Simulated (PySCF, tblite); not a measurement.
Isomers of C6H11FN (doublet state), one GFN2-xTB conformer each. Single-point energies are computed at B3LYP/pcH-1 (PySCF, gas phase, no added dispersion term), electronic only. GFN2-xTB treats the open shell by occupation alone, and not every SCF solution was tested for stability.

Question: Rank them by B3LYP/pcH-1 energy, lowest first (kcal/mol).
A. `[CH3:1][CH2:2][N:3][C@@H:4]1[CH2:5][CH2:6][C@H:7]1[F:8]` (doublet state) with C1–C2–N3–C4 173°, C2–N3–C4–C5 -171°, N3–C4–C5–C6 -131°, C4–C5–C6–C7 13°, C5–C6–C7–F8 -131°, N3–C4–C7–C6 131°
B. `[CH3:1]/[CH:2]=[CH:3]/[C:4]([F:5])[CH2:6][NH:7][CH3:8]` (doublet state) with C2–C3–C4–F5 -179°, C3–C4–C6–N7 -90°, C4–C6–N7–C8 71°
C. `[CH3:1]/[CH:2]=[CH:3]/[C@@H:4]([F:5])[CH:6][NH:7][CH3:8]` (doublet state) with C2–C3–C4–F5 -28°, C3–C4–C6–N7 -72°, C4–C6–N7–C8 136°

Answer: B (0.0), C (8.5), A (13.7).

As drawn, the lowest has an N–H bond, which the highest lacks; the highest has a four-membered ring, which the lowest lacks. GFN2-xTB itself gives, in the same order: 1.0, 11.7, 0.0. GFN2-xTB puts CC[N][C@@H]1CC[C@H]1F lowest instead; measured from each level's own lowest isomer, the values differ by up to 13.7 kcal/mol (CC[N][C@@H]1CC[C@H]1F: 0.0 against 13.7).

What happens when harmonic zero-point energies from GFN2-xTB frequencies are added?

```json
{"SMILES": "C/C=C/[C](F)CNC", "ZPE (kcal/mol)": "98.9", "electronic (kcal/mol)": "0.0", "with ZPE (kcal/mol)": "0.0"}
{"SMILES": "C/C=C/[C@@H](F)[CH]NC", "ZPE (kcal/mol)": "97.8", "electronic (kcal/mol)": "8.5", "with ZPE (kcal/mol)": "7.4"}
{"SMILES": "CC[N][C@@H]1CC[C@H]1F", "ZPE (kcal/mol)": "99.4", "electronic (kcal/mol)": "13.7", "with ZPE (kcal/mol)": "14.2"}
```

The zero-point energies span 1.6 kcal/mol. The order is unchanged.
